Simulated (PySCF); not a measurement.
C₄H₁₀BN, SMILES CNB1CCC1.

Coordinates come from a PBE0-D3(BJ)/def2-SVP optimisation. The geometry has at least one imaginary mode, so it is a saddle point at that level. The structure was generated by enumeration, and PubChem lists no compound with its InChIKey, so it may never have been made. The values are those of a single conformer.

Computed with PBE0/def2-TZVP run with PySCF.

Isolated molecule, no solvent.

```yaml
total_energy: -237.85597 hartree
point_group: Cs
highest_occupied_level: -7.44 eV
lowest_empty_level: 0.76 eV
orbital_gap: 8.20 eV
dipole_moment: 1.73 D
quadrupole, principal values (traceless, Buckingham form, about the centre of nuclear charge): -1.23, -1.13, 2.36 D·Å
mean_static_polarisability: 69.3 bohr³ (10.26 Å³)
polarisability_principal_values: 55.7, 67.0, 85.1 bohr³
```
